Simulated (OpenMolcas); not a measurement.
5d ions of charge +0 along the row

```json
{
  "Program": "OpenMolcas 26.06",
  "Method": "SS-CASPT2, IPEA 0.25 Eh, imaginary shift 0.1 Eh",
  "Basis": "ANO-R3",
  "Scalar Hamiltonian": "X2C, finite nucleus",
  "Spin-orbit coupling": "state interaction with AMFI integrals over the reference wave functions, term energies averaged over their components"
}
```

Active space: the 5d shell under a closed s shell; CASPT2 also correlates the outermost closed s and p core shells.

B and C come from two terms' centres of gravity (d2, d8: 3P = 15B, 1G = 12B + 2C; d3, d7: 4P = 15B, 2G = 4B + 3C; d4, d6: 3G = 9B + 4C, 3H = 4B + 4C; d5: 4D = 17B + 5C, 4G = 10B + 5C, above the ground term), where all their levels are at least 80 % pure. ζ = ±2S·A comes from the whole width of the ground multiplet by E(J) = (A/2) J(J+1), where its levels are at least 85 % pure. Energies in cm-1.

```tsv
Ion	Configuration	Lowest level	Weight (%)	B	B measured	C	C measured	ζ	ζ measured
Hf	5d2 6s2	3F2	90	482	337	1443	1874	1520	1305
Ta	5d3 6s2	4F 3/2	88						
W	5d4 6s2	5D0	70						
Re	5d5 6s2	6S 5/2	90						
Os	5d6 6s2	5D4	84						
Ir	5d7 6s2	4F 9/2	84
```

Measured columns use the levels in NIST Handbook of Basic Atomic Spectroscopic Data (Hf).

CASPT2 does not keep the components of a term degenerate, so their means are used; among the low terms the widest spread is 1400 cm-1 (5d7 6s2 2H, Ir). Over all roots computed the reference weight is 0.84 to 0.90 in Hf; the roots of lowest weight are the least certain, and an intruder state may touch them. With the s shell closed, the reference lacks s² → p², s² → d² and s → d mixing, so excited terms can stand far too high and out of order, with CASPT2 too. The CASPT2 spread within a term exceeds the gap to the next term for 5d3 6s2 2P and 5d3 6s2 2H, so the order of their levels is uncertain (figures for Ta; the like holds for W, Re, Ir). Some levels mix across a computed gap that differs much from the measured one, so their mixing is not that of the real levels (holds for Hf; Os; Ir). Some terms miss by over 15 % even with CASPT2, which points to a basis or an active space too small for the shells correlated (holds for Hf; Ta; W; Os). Some high roots are left out of the spin-orbit mixing, which shifts the levels that they would mix with (holds for W; Re; Os). Computed and measured levels are paired by configuration, term and J; levels that our copy of the source lacks, or whose pairing is in doubt (as where it misses far off the trend of its configuration), stay unpaired and out of the deviations. Levels of configurations outside the active space are missing.
